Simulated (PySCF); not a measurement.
(E)-2-chlorobut-2-ene (C₄H₇Cl), SMILES C/C=C(\C)Cl.

Geometry optimised at B3LYP-D3(BJ)/def2-SVP.

Level of theory: PBE/def2-TZVP in PySCF.

```
Property                                                                                                        Value
---------------------------------------------------------------------------------------------  ----------------------
total energy                                                                                       -616.48873 hartree
point group                                                                                                        Cs
highest occupied level                                                                                       -5.75 eV
lowest empty level                                                                                           -0.78 eV
orbital gap                                                                                                   4.97 eV
dipole moment                                                                                                  1.96 D
quadrupole, principal values (traceless, Buckingham form, about the centre of nuclear charge)  -2.27, -0.88, 3.15 D·Å
mean static polarisability                                                                       64.7 bohr³ (9.58 Å³)
polarisability, principal values                                                               45.0, 62.9, 86.1 bohr³
```
